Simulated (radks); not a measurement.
The thallium ion Tl2+ inside a hard spherical wall (all orbitals vanish at R), configuration held at [Xe] 4f14 5d10 6s1 and not refilled when levels cross. Calculated with a radial shooting solver on a logarithmic mesh with Libxc functionals: scalar-relativistic Kohn-Sham, r2SCAN, spin-polarised, spherical densities, finite nucleus; open shells are filled with parallel spins first (spin-orbit coupling, left out, can overturn this in heavy ions); meta-GGA in the generalised Kohn-Sham scheme; Fermi nuclear charge, rms radius 5.4759 fm. Eigenvalues in eV for spin up, with the zero of energy where the potential of the charges vanishes at infinity; a dash marks a level that is unbound or too diffuse for the functional's potential to be trusted. A positive occupied level is held by the wall or, in an anion where self-interaction has pushed it up, behind a barrier. The pressure on the wall is -dE/dV.

\begin{tabular}{lrrrrrrrrr}
R (bohr) & E (hartree) & kinetic (hartree) & e(4f) & e(5p) & e(5d) & e(6s) & e(6p, empty) & e(7s, empty) & pressure (GPa) \\ \hline
free & -20242.1141 & 22786.469 & -133.18 & -96.014 & -33.829 & -26.092 & -15.958 & - & 0 \\
20 & -20242.1141 & 22786.469 & -133.18 & -96.014 & -33.829 & -26.092 & -15.958 & - & < 0.0001 \\
15 & -20242.1141 & 22786.469 & -133.18 & -96.014 & -33.829 & -26.092 & -15.958 & - & < 0.0001 \\
12 & -20242.1141 & 22786.469 & -133.18 & -96.014 & -33.829 & -26.092 & -15.958 & - & < 0.0001 \\
10 & -20242.1141 & 22786.469 & -133.18 & -96.014 & -33.829 & -26.092 & -15.958 & -7.263 & < 0.0001 \\
8 & -20242.1141 & 22786.470 & -133.18 & -96.014 & -33.829 & -26.091 & -15.950 & -6.513 & 0.000714 \\
6 & -20242.1132 & 22786.481 & -133.15 & -95.983 & -33.801 & -26.054 & -15.738 & -2.723 & 0.130 \\
4 & -20242.0393 & 22787.077 & -131.88 & -94.834 & -32.757 & -24.166 & -11.421 & 21.187 & 24.1 \\
3.5 & -20241.8879 & 22788.066 & -130.09 & -93.282 & -31.284 & -21.236 & -6.352 & 40.383 & 96.8 \\
2 & -20233.2297 & 22828.375 & -90.677 & -61.754 & 6.041 & 64.317 & 105.49 & 312.09 & 14600 \\
1.5 & -20201.3560 & 22951.939 & -23.332 & 4.414 & 89.958 & 264.56 & 334.26 & 761.10 & 140000 \\
\end{tabular}
